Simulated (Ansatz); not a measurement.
## Ansatz (development build ahead of 0.2.0) run

```yaml
crystal:
  periodic: [false, false, false]
  atoms:
    - { symbol: H, position_ang: [1.6, 0.0, 0.0] }
    - { symbol: H, position_ang: [1.29443, 0.94046, 0.0] }
    - { symbol: H, position_ang: [0.49443, 1.52169, 0.0] }
    - { symbol: H, position_ang: [-0.49443, 1.52169, 0.0] }
    - { symbol: H, position_ang: [-1.29443, 0.94046, 0.0] }
    - { symbol: H, position_ang: [-1.6, 0.0, 0.0] }
    - { symbol: H, position_ang: [-1.29443, -0.94046, 0.0] }
    - { symbol: H, position_ang: [-0.49443, -1.52169, 0.0] }
    - { symbol: H, position_ang: [0.49443, -1.52169, 0.0] }
    - { symbol: H, position_ang: [1.29443, -0.94046, 0.0] }
basis:
  gaussian: { orbitals: "6-31G" }
total_charge: 1
magnetization:
  spin_polarized: true
  initial_magnetization: 1
hamiltonian:
  xc: hf
correlation:
  method: mp2
  frozen_orbitals: { H: 0 }
output:
  forces: true
```

The input is written out in the form of the current development build from the run's settings.

The run gave:

* Converged: yes
* Reference energy: -5.00136 hartree
* Correlation energy: -0.10859 hartree
* Total energy: -5.10995 hartree
* Spin squared of the determinant: 0.808
* Stability test: minimum

Forces (eV/Å):
```tsv
atom	Fx	Fy	Fz
H1	-0.119	3.013	0.000
H2	1.174	-1.462	0.000
H3	-0.074	-0.228	0.000
H4	-1.809	-0.493	0.000
H5	1.867	2.368	0.000
H6	0.119	-3.013	0.000
H7	-1.174	1.462	0.000
H8	0.074	0.228	0.000
H9	1.809	0.493	0.000
H10	-1.867	-2.368	0.000
```

Caution: bonds are stretched, where a single reference can fail; the charge can sit on one fragment and break the point group; the determinant breaks the point group.
